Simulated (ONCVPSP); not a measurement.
## Cutoff test, magnesium, ONCV

```
Element                 : Mg (Z = 12)
Generator               : ONCVPSP 4.0.1
Type                    : optimised norm-conserving Vanderbilt (ONCV)
Functional              : PBEsol
Relativity              : fully relativistic
Frozen core             : [Ne]
Valence charge          : 2
Reference configuration : 3s2
Partial waves           : 3s: rc 2.75 bohr, ncon 4, nbas 7, qcut 2 1/bohr, 2 projectors, debl 2.2 Ha; p scattering state at 0.22 Ha: rc 2.70 bohr, ncon 4, nbas 8, qcut 2.5 1/bohr, local; d scattering state at 0.1 Ha: rc 2.70 bohr, ncon 4, nbas 9, qcut 3.2 1/bohr, 1 projector
Local potential         : the p channel
Core correction         : Teter function, fcfact 3, rcfact 1.25
```

Open shells are filled in proportion to 2j + 1.

In the p channel the program set the typed energies aside and used 0.050 Ha (j = l + 1/2; the other j can differ).

Question: For each optimised wave give the share of its norm inside rc, the residual kinetic energy above qcut (Ha) and the cutoffs (Ha) for errors of 10, 1, 0.1 and 0.01 mHa per electron.

Answer:

```
               wave  norm inside rc  residual KE  10 mHa  1 mHa  0.1 mHa  0.01 mHa
                 3s           0.433      3.2e-03     0.9    5.1     14.0      16.9
      s projector 2           0.165      1.6e-01     6.6   18.4     22.3      26.1
p projector 1 j=3/2           0.413      4.3e-05     0.9    1.5      2.5      14.1
p projector 1 j=1/2           0.414      4.2e-05     0.9    1.5      2.5      14.1
d projector 1 j=5/2           0.056      4.4e-05     0.9    2.4      4.4      14.7
d projector 1 j=3/2           0.056      4.4e-05     0.9    2.4      4.4      14.7
```

The occupied waves need 5.1 Ha and 14 Ha for 1 and 0.1 mHa. The cutoffs count occupied waves only; projector 2 of the s channel, the hardest unoccupied one, needs 18 Ha at the loose tolerance.
